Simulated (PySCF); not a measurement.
Ti(Br)4, SMILES [Br][Ti]([Br])([Br])[Br] (Br4Ti) at its PBE0/def2-SVP optimised geometry (Å):

```
5

Ti    -0.7691    -1.0882     0.0000
Br    -1.5393    -2.1756    -1.8852
Br    -1.5370    -2.1773     1.8852
Br     1.5395    -1.0882     0.0000
Br    -1.5395     1.0882     0.0000
```

Computed with PBE0/def2-TZVP (PySCF 2.14.0). Cells within 0.4 Å of a nucleus heavier than hydrogen are left out (blank, or x).

Map of the electrostatic potential (hartree/e), clipped to [-0.08, 0.12] on the plane z = 0.0 Å:

```
|0000000000000000000000000000000|
|0000000000000000000000000000000|
|0000000000000000000000000000000|
|0000000111100000000000000000000|
|0000011112111000000000000000000|
|0000112344432100000000000000000|
|0000124799974210000000000000000|
|0001249999999520000000000000000|
|0001389999999941000000000000000|
|0001599999999972000000000000000|
|000269999xx99993100000000000000|
|00026999xxx99994100000000000000|
|000159999xx99995211000000000000|
|0001499999999997432222211000000|
|0001269999999999855577643110000|
|0001249999999999999999997321000|
|0001247999999999999999999731100|
|0001248999999999999999999952100|
|001135999999xx999999xx999973100|
|00113599999xxx999999xxx99983110|
|00113599999xxx999999xx999973110|
|0001248999999999999999999952100|
|0001236999999999999999999831100|
|0000124799999999999999998421000|
|0000012479999999966789753210000|
|0000011246899998543222211000000|
|0000000123456654321110000000000|
|0000000011223332211000000000000|
|0000000000111111110000000000000|
|0000000000000110000000000000000|
|0000000000000000000000000000000|
```
Scale: ten equal steps from -0.002 (start of '0') to 0.120 (end of '9'), in the order '0123456789'; x runs from -4.00 to 4.00, y from -4.00 (bottom) to 4.00 (top).
